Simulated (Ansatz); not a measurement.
methylammonium (SMILES C[NH3+]), charge 1, multiplicity 1, relaxed at each level with Ansatz (a program for electronic structure); harmonic frequencies from differences of analytic forces, average atomic masses, frozen cores.

| level | C1–N2 (Å) | C1–H3 (Å) | C1–H4 (Å) | C1–H5 (Å) | N2–H6 (Å) | N2–H7 (Å) | N2–C1–H3 (°) | N2–C1–H4 (°) | N2–C1–H5 (°) | dipole (D) |
|---|---|---|---|---|---|---|---|---|---|---|
| HF/def2-TZVPP | 1.5028 | 1.0770 | 1.0770 | 1.0770 | 1.0074 | 1.0074 | 108.2 | 108.2 | 108.2 | - |
| PBE/def2-TZVPP | 1.5107 | 1.0938 | 1.0938 | 1.0938 | 1.0302 | 1.0302 | 108.4 | 108.4 | 108.4 | - |
| r2SCAN/def2-TZVPP | 1.5075 | 1.0861 | 1.0861 | 1.0861 | 1.0220 | 1.0220 | 108.2 | 108.2 | 108.2 | - |
| B3LYP/def2-TZVPP | 1.5115 | 1.0854 | 1.0854 | 1.0854 | 1.0225 | 1.0225 | 108.3 | 108.3 | 108.3 | - |
| PBE0/def2-TZVPP | 1.4969 | 1.0868 | 1.0868 | 1.0868 | 1.0214 | 1.0214 | 108.5 | 108.5 | 108.5 | - |
| wB97X-V/def2-TZVPP | 1.5068 | 1.0879 | 1.0879 | 1.0879 | 1.0225 | 1.0225 | 108.3 | 108.3 | 108.3 | - |
| MP2/cc-pVTZ | 1.5028 | 1.0833 | 1.0833 | 1.0833 | 1.0209 | 1.0209 | 108.2 | 108.2 | 108.2 | - |
| CCSD(T)/cc-pVDZ | 1.5124 | 1.1003 | 1.1003 | 1.1003 | 1.0320 | 1.0320 | 108.0 | 108.0 | 108.0 | - |
| CCSD(T)/cc-pVTZ | 1.5098 | 1.0862 | 1.0862 | 1.0862 | 1.0219 | 1.0219 | 108.1 | 108.1 | 108.1 | - |
